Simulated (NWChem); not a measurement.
# Correlation energy of H3Ga

```
Ga
H 1 1.5807
H 1 1.5807 2 120.00
H 1 1.5807 2 120.00 3 180.00
```
Charge 0, spin multiplicity 1.

All runs are NWChem calculations. The geometry was optimised at PBE/def2-SVP, a minimum by its harmonic frequencies.

Basis set: def2-SVP. Each correlation energy counts from its own Hartree-Fock reference.

The Hamiltonian is non-relativistic. The correlated methods keep 9 core orbitals frozen. The structure started from a generated list of species. No row is a measurement; the coupled-cluster row has its own basis-set and correlation limits.

For the correlation energy, SCS-MP2 gives -218.1 mHa and CCSD(T) gives -240.6 mHa. What do CR-CCSD(T), CCSD, CCSD+T(CCSD) give?

CR-CCSD(T): -239.5 mHa; CCSD: -234.1 mHa; CCSD+T(CCSD): -242.0 mHa.
